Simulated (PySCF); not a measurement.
**Vertical excitation energies**

Species: C4H4F4.
SMILES with atom numbers: `[F:1][C@@H:2]1[CH2:3][C@H:4]([F:5])[C:6]1([F:7])[F:8]` (hydrogens: H9 on C2; H10, H11 on C3; H12 on C4)

Computed with TDDFT CAM-B3LYP/def2-SVPD, vertical, gas phase, core orbitals frozen in the response (PySCF). Geometry: GFN2-xTB, one conformer, isolated molecule.

```json
{"state": "S1", "E (eV)": "7.91", "ν̃ (cm⁻¹)": "63810", "f": "0.0022", "symmetry": "A″", "main configurations (H = HOMO, L = LUMO)": "H→L (76%), H→L+1 (15%)"}
{"state": "S2", "E (eV)": "8.49", "ν̃ (cm⁻¹)": "68450", "f": "0.0002", "symmetry": "–", "main configurations (H = HOMO, L = LUMO)": "H-1→L (80%), H-1→L+1 (11%)"}
{"state": "S3", "E (eV)": "8.90", "ν̃ (cm⁻¹)": "71760", "f": "0.0048", "symmetry": "A′", "main configurations (H = HOMO, L = LUMO)": "H-2→L (76%), H-2→L+1 (10%)"}
{"state": "S4", "E (eV)": "9.23", "ν̃ (cm⁻¹)": "74450", "f": "0.014", "symmetry": "A″", "main configurations (H = HOMO, L = LUMO)": "H→L+1 (58%), H→L+3 (20%), H→L (18%)"}
{"state": "S5", "E (eV)": "9.48", "ν̃ (cm⁻¹)": "76500", "f": "0.020", "symmetry": "A′", "main configurations (H = HOMO, L = LUMO)": "H→L+2 (60%), H-3→L (18%), H-1→L+2 (12%)"}
{"state": "S6", "E (eV)": "9.62", "ν̃ (cm⁻¹)": "77580", "f": "0.0001", "symmetry": "–", "main configurations (H = HOMO, L = LUMO)": "H-1→L+1 (50%), H→L+3 (22%), H-1→L (10%)"}
{"state": "S7", "E (eV)": "9.68", "ν̃ (cm⁻¹)": "78060", "f": "0.0001", "symmetry": "–", "main configurations (H = HOMO, L = LUMO)": "H→L+3 (40%), H-1→L+1 (23%), H→L+1 (15%)"}
{"state": "S8", "E (eV)": "9.89", "ν̃ (cm⁻¹)": "79770", "f": "0.0029", "symmetry": "A′", "main configurations (H = HOMO, L = LUMO)": "H-1→L+2 (42%), H→L+2 (19%), H-2→L+1 (17%)"}
```

Triplets (Tamm–Dancoff): T1 7.45 eV, H→L (70%), H→L+1 (18%); T2 8.16 eV, H-1→L (74%), H-1→L+1 (13%); T3 8.36 eV, H-2→L (70%), H-2→L+1 (13%).

The lowest singlet lies at 7.91 eV (157 nm, vacuum ultraviolet) and is very weak; its leading configuration is HOMO→LUMO (76%). The most intense listed level is S5 at 9.48 eV (131 nm, f = 0.020), 1.57 eV above S1. Löwdin shares by element: HOMO carbon 46% or more, fluorine 12% or more (atoms not listed hold the other 42%); LUMO carbon 42% or more, hydrogen 10% or more (atoms not listed hold the other 48%). Orbital energies (eV): HOMO-3 -12.71, HOMO-2 -11.73, HOMO-1 -11.37, HOMO -10.82, LUMO 0.82, LUMO+1 1.60, LUMO+2 1.73. The oscillator strengths of these states sum to 0.044; summed over the whole spectrum of an exact calculation they would give the number of electrons, 64 (Thomas–Reiche–Kuhn). The listed states span 1.98 eV, and the widest gap between neighbours is 0.58 eV (S1 to S2). No computed singlet lies in the visible range (380 to 750 nm); the lowest, at 157 nm, stands 4.65 eV above its violet end (3.26 eV). Symmetry labels in Cs follow from the direction of the transition dipole and are given only for states with f of 0.002 or more. Only the lowest 8 singlets were computed, as vertical energies without vibronic structure.

Without π bonds the low states are Rydberg-like; a valence basis with one diffuse set may place them up to an eV too high.
